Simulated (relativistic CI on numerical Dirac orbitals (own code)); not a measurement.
One change at a time: In37+

Base calculation: Dirac-Coulomb-Breit CI, KLI orbitals optimised for each configuration, a model potential for QED, unscaled Slater integrals.

Configurations in the expansion (outside the closed core [Ne]): 3s2, 3s.3p, 3p2, 3s.3d, 3d2, 3p.3d, 3p.4s, 3d.4s, 3s.4s, 3s.4p, 3s.4d, 3s.4f, 3s.5s, 3s.5p, 3s.5d, 3s.5f, 4s2, 3s.5g, 3s.6s, 3s.6p, 3s.6d. Levels of other configurations are missing.

Variants: (1) configuration mixing switched off; (2) Breit term removed. Shifts of the energy above 3s2 1S_0, in cm⁻¹, for the lowest level and the first level of each name with at least 55 % of one term (blank where a level changes its place among those of its configuration and J or its character, or is not in the variant):

| Level | Base | Δ(1) | Δ(2) |
| --- | --- | --- | --- |
| 3s2 1S_0 | 0 | 0 | 0 |
| 3s.3p 3P°_0 | 606354 | -26370 | -7521 |
| 3s.3p 3P°_1 | 664097 | -22754 | -6580 |
| 3s.3p 3P°_2 | 1039572 | -25814 | -221 |
| 3s.3p 1P°_1 | 1236425 | -3788 | -722 |
| 3p2 3P_0 | 1463087 | -29526 | -14755 |
| 3p2 1D_2 | 1828022 | +31137 | -5647 |
| 3p2 3P_1 | 1835374 | -25143 | -8211 |
| 3s.3d 3D_1 | 2075300 | -30098 | +2775 |
| 3s.3d 3D_2 | 2099267 | -32542 | +3542 |
| 3s.3d 3D_3 | 2168696 | -30130 | +7759 |
| 3p2 1S_0 | 2410575 | -22176 | -2064 |
| 3p.3d 3F°_2 | 2730481 | -29774 | -3975 |
| 3p.3d 3D°_1 | 2890009 | -38049 | -4640 |

At this charge energies of transitions that change n are usually good to better than 1 %, and those within a shell (Δn = 0) to a few per cent.

Ionisation energy from the two ground configurations alone: base 2547.87 eV; Breit term removed 2549.29 eV. The NIST ASD value (semi-empirical) is 2555 eV.

LS names give the leading component of a level, which can be under half, so a name can repeat, a term be missing and a line seem to break the LS rules.
